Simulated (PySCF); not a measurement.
# Correlation energy of Sb²⁺ (antimony, charge +2)

[Kr] 4d10 5s2 5p1, 2P determinant. Calculation: PySCF 2.14, in def2-TZVP with the def2 core potential (28 electrons) (6s5p3d2f, 50 functions); scalar relativity through the core potential. Frozen: 4s2 4p6 4d10; 3 electrons correlated.

MP2 pair energies summed by pair of shells (mhartree):

```
 pair  energy  share (%)
5s-5s  -19.23       56.2
5s-5p  -14.96       43.8
```

Total MP2 correlation energy: -34.19 mhartree.

Same-spin part -2.24 and opposite-spin part -31.94 mhartree; SCS-MP2 scales them by 1/3 and 6/5 to -39.08 mhartree.

| level | correlation energy (mhartree) |
| --- | --- |
| CCSD | -46.10 |
| (T) | -0.60 |
| CCSD(T) | -46.70 |

Diagnostics: T1 = 0.0085, D1 = 0.0199, largest double amplitude 0.095.

Cost of the coupled-cluster step: 1.2 s of wall time on 1 thread of Neoverse-N1 (shared host), for 3 correlated electrons.
